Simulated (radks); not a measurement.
Species: the mercury ion Hg+. Configuration: [Xe] 4f13 5d10 6s1 6p1 (not the ground configuration).

Method: scalar-relativistic Kohn-Sham, PBEsol, spin-unpolarised, spherical densities, finite nucleus; Fermi nuclear charge, rms radius 5.4648 fm; computed with a radial shooting solver on a logarithmic mesh with Libxc functionals.

Energy parts (hartree):
| part | energy |
|---|---|
| total | -19608.3366 |
| kinetic | 21997.0150 |
| electron-nucleus | -48771.7550 |
| Hartree | 7529.9681 |
| exchange-correlation | -363.5647 |

Orbitals (lengths in bohr, moments of r in powers of bohr; r(max) is where P^2 peaks):
| orbital | occ. | eigenvalue (hartree) | r(max) | <1/r> |
|---|---|---|---|---|
| 1s | 2 | -3055.138 | 0.01023 | 97.49 |
| 2s | 2 | -542.4161 | 0.05917 | 22.88 |
| 2p | 6 | -468.1156 | 0.04907 | 20.28 |
| 3s | 2 | -129.6036 | 0.1668 | 8.481 |
| 3p | 6 | -108.1253 | 0.1664 | 7.718 |
| 3d | 10 | -85.46406 | 0.1355 | 7.258 |
| 4s | 2 | -29.27801 | 0.3754 | 3.652 |
| 4p | 6 | -22.20992 | 0.3953 | 3.296 |
| 4d | 10 | -13.81668 | 0.4018 | 2.963 |
| 4f | 13 | -4.51756 | 0.3637 | 2.568 |
| 5s | 2 | -5.03655 | 0.8200 | 1.530 |
| 5p | 6 | -3.08835 | 0.9159 | 1.308 |
| 5d | 10 | -0.90577 | 1.125 | 0.9510 |
| 6s | 1 | -0.63802 | 2.052 | 0.5356 |
| 6p | 1 | -0.33364 | 2.667 | 0.3939 |

The highest occupied level is 6p at -9.079 eV. The electron density at the nucleus is 2.497e+06 e/bohr^3 (large components only).
